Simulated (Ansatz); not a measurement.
`FB1OC[SiH2]1`. The species carries charge 0 and has multiplicity 1. Geometry: relaxed with PBE0-D4/def2-TZVP.

```xyz
9

F    -0.089    2.293   -1.435
B    -0.008    1.197   -0.714
O     0.946    1.036    0.243
C     0.682   -0.296    0.792
Si   -0.810   -0.620   -0.367
H     1.567   -0.918    0.651
H     0.473   -0.203    1.859
H    -2.127   -0.759    0.308
H    -0.635   -1.731   -1.339
```

Task: What is the dipole moment at PBE/def2-TZVPP? (Estimate.)

Result: Computed: 2.00 D, with components (-0.30, -1.81, 0.80) D in this frame, pointing from negative to positive charge.

Task: And with r2SCAN, B3LYP, ωB97M-V? (Estimate.)

Result: Ansatz gave: r2SCAN 2.10 D, B3LYP 2.23 D, ωB97M-V 2.23 D.

Task: Give the Mulliken charges with PBE, B3LYP, ωB97M-V in def2-TZVPP. (An estimate is asked.)

Result: Ansatz gave: 
| atom | PBE | B3LYP | ωB97M-V |
| --- | --- | --- | --- |
| F1 | -0.20 | -0.24 | -0.24 |
| B2 | 0.34 | 0.41 | 0.36 |
| O3 | -0.18 | -0.25 | -0.23 |
| C4 | -0.08 | -0.11 | -0.16 |
| Si5 | 0.02 | 0.09 | 0.05 |
| H6 | 0.10 | 0.11 | 0.12 |
| H7 | 0.10 | 0.11 | 0.12 |
| H8 | -0.05 | -0.06 | -0.01 |
| H9 | -0.05 | -0.06 | -0.01 |

B3LYP here is the variant with VWN-RPA as its local correlation; programs differ in this.
